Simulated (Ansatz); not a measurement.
C2H3BrFGa (`C=[CH][Ga]([F])[Br]`), one more setting.

```yaml
crystal:
  periodic: [false, false, false]
  atoms:
    - {symbol: C, position_ang: [-0.928545, -0.539636, 1.011014]}
    - {symbol: C, position_ang: [0.123706, 0.211397, 0.695674]}
    - {symbol: Ga, position_ang: [0.693445, 0.338323, -1.140078]}
    - {symbol: F, position_ang: [-0.213041, -0.556908, -2.342776]}
    - {symbol: Br, position_ang: [2.430813, 1.522657, -1.995595]}
    - {symbol: H, position_ang: [-1.276777, -0.633397, 2.037007]}
    - {symbol: H, position_ang: [-1.488454, -1.093106, 0.262987]}
    - {symbol: H, position_ang: [0.658853, 0.750660, 1.471766]}
basis:
  gaussian: {orbitals: def2-SVP}
hamiltonian: {xc: {name: CAM-B3LYP}, dispersion: d3bj}
output: {forces: true}
```

```sh
$ ansatz run in.yaml --threads 4 --pin off --events-out ev --progress --plain --max-ram 10444MiB
```

Shortened log:

```
Functional definition: CAM-B3LYP
1195 factors; integrals over basis functions are off by at most 1.3e-3 eV
299 factors; integrals over basis functions are off by at most 5.3e-6 eV
mean field evaluation 1: about -127246.6506 eV, gradient 5.2e1 eV
mean field evaluation 2: about -127244.2084 eV, gradient 6.9e1 eV
mean field evaluation 4: about -127251.9512 eV, gradient 2.1e0 eV
mean field evaluation 8: about -127252.0000 eV, gradient 1.8e-1 eV
mean field evaluation 16: about -127252.0001 eV, gradient 5.7e-5 eV
mean field -127252.00009600 eV, -4676.4247490243 hartree, gradient 5.7e-5 eV, S^2 0.000000; 0 other end points of the search recorded, 0 dependent functions left out
reference -127252.00022038 eV, -4676.4247535954 hartree; 45, 45 occupied and 76, 76 virtual orbitals, 1195 factors
Total energy: -127252.15380336 eV, -4676.4303976657 hartree
Atom 0 at    -0.928545    -0.539636     1.011014 Å, force    -0.005854     0.000450     0.030081 eV/Å
Atom 1 at     0.123706     0.211397     0.695674 Å, force     0.122173     0.033447    -0.356726 eV/Å
Atom 2 at     0.693445     0.338323    -1.140078 Å, force    -0.067272    -0.065820    -0.085118 eV/Å
Atom 3 at    -0.213041    -0.556908    -2.342776 Å, force     0.067374     0.072443     0.124013 eV/Å
Atom 4 at     2.430813     1.522657    -1.995595 Å, force     0.000415     0.001244     0.005499 eV/Å
Atom 5 at    -1.276777    -0.633397     2.037007 Å, force    -0.098325    -0.027209     0.284736 eV/Å
Atom 6 at    -1.488454    -1.093106     0.262987 Å, force    -0.159525    -0.158818    -0.219679 eV/Å
Atom 7 at     0.658853     0.750660     1.471766 Å, force     0.141015     0.144263     0.217193 eV/Å
Dipole moment:    -0.131944     0.001530     0.608828 e Å
```

It took 2.7 s on 4 threads of an Arm Neoverse V1 on a shared host, with 0.35 GiB of host memory at the peak.
